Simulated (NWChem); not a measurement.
# C2H5BO2; SMILES B1(COC1)O

```xyz
10

O     -0.0816     1.9481     0.0000
B     -0.0183     0.6094     0.0000
C     -1.0889    -0.5511     0.0000
O     -0.0042    -1.4994     0.0000
C      1.0707    -0.5466     0.0000
H      0.7811     2.3775     0.0000
H     -1.7339    -0.6554     0.8928
H     -1.7339    -0.6554    -0.8928
H      1.7185    -0.6479    -0.8925
H      1.7185    -0.6479     0.8925
```
Atoms are numbered in this order, from 1.

Results from NWChem. Pople sets run with spherical d functions. Geometry: optimised at PBE0/def2-SVP. GIAO values for the isolated, static molecule; σ is the absolute isotropic shielding, δ = σ(reference) − σ with the isolated reference molecule computed at the same levels (11B: boron trifluoride, 13C: tetramethylsilane, 1H: tetramethylsilane, 17O: water).

For level BHandHLYP/pcSseg-1:

```yaml
"δ O1 (ppm)": 163.9
"δ B2 (ppm)": 46.8
"δ C3 (ppm)": 72.4
"δ O4 (ppm)": -18.8
"δ C5 (ppm)": 71.0
```

Problem. What are these values for level B3LYP/6-31G*?

Solution. 
| Property | Value |
|---|---|
| δ O1 (ppm) | 143.8 |
| δ B2 (ppm) | 41.8 |
| δ C3 (ppm) | 68.2 |
| δ O4 (ppm) | -20.1 |
| δ C5 (ppm) | 67.4 |
